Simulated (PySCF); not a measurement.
CH9NOSi3. Atoms are numbered in the order given.

```xyz
15

Si     2.3337     0.7422    -0.1737
C      0.6068     0.4898     0.5544
N     -0.4067     1.1424    -0.2786
Si    -1.9312     0.3349    -0.4907
O     -1.4887    -1.2032    -0.0014
Si     0.0818    -1.3475     0.5646
H      2.6152     2.2077    -0.2998
H      2.4151     0.1242    -1.5308
H      3.3713     0.1287     0.7141
H      0.6083     0.8485     1.6058
H     -0.2428     2.1188    -0.4970
H     -3.0495     0.8119     0.3801
H     -2.3914     0.3722    -1.9085
H      0.1171    -1.9447     1.9296
H      0.8923    -2.1914    -0.3623
```
Charge 0, spin multiplicity 1.

Geometry: PBE0-D3(BJ)/def2-SVP. The structure was generated by enumeration; whether it is a known compound was not checked. Other conformers were not sampled.

Computed with PySCF with PBE/def2-TZVP.

Atomic charges (e):

```json
[
 {"atom": "Si1", "Mulliken": "0.09", "IAO": "0.55"},
 {"atom": "C2", "Mulliken": "-0.11", "IAO": "-0.55"},
 {"atom": "N3", "Mulliken": "-0.40", "IAO": "-0.68"},
 {"atom": "Si4", "Mulliken": "0.40", "IAO": "1.07"},
 {"atom": "O5", "Mulliken": "-0.37", "IAO": "-0.85"},
 {"atom": "Si6", "Mulliken": "0.32", "IAO": "0.95"},
 {"atom": "H7", "Mulliken": "-0.03", "IAO": "-0.11"},
 {"atom": "H8", "Mulliken": "-0.02", "IAO": "-0.10"},
 {"atom": "H9", "Mulliken": "-0.03", "IAO": "-0.11"},
 {"atom": "H10", "Mulliken": "0.10", "IAO": "0.14"},
 {"atom": "H11", "Mulliken": "0.20", "IAO": "0.26"},
 {"atom": "H12", "Mulliken": "-0.05", "IAO": "-0.16"},
 {"atom": "H13", "Mulliken": "-0.04", "IAO": "-0.15"},
 {"atom": "H14", "Mulliken": "-0.03", "IAO": "-0.13"},
 {"atom": "H15", "Mulliken": "-0.03", "IAO": "-0.14"}
]
```

Computed Mayer and Wiberg (Löwdin basis) orders of the bonds:
```tsv
bond	Mayer	Wiberg
Si1–C2	0.99	1.15
C2–N3	0.94	1.33
N3–Si4	1.15	1.39
Si4–O5	1.14	1.51
C2–Si6	0.96	1.04
O5–Si6	1.16	1.52
Si1–H7	0.94	0.94
Si1–H8	0.95	0.95
Si1–H9	0.94	0.94
C2–H10	0.90	0.81
N3–H11	0.91	0.90
Si4–H12	0.91	0.93
Si4–H13	0.92	0.94
Si6–H14	0.92	0.93
Si6–H15	0.92	0.92
```
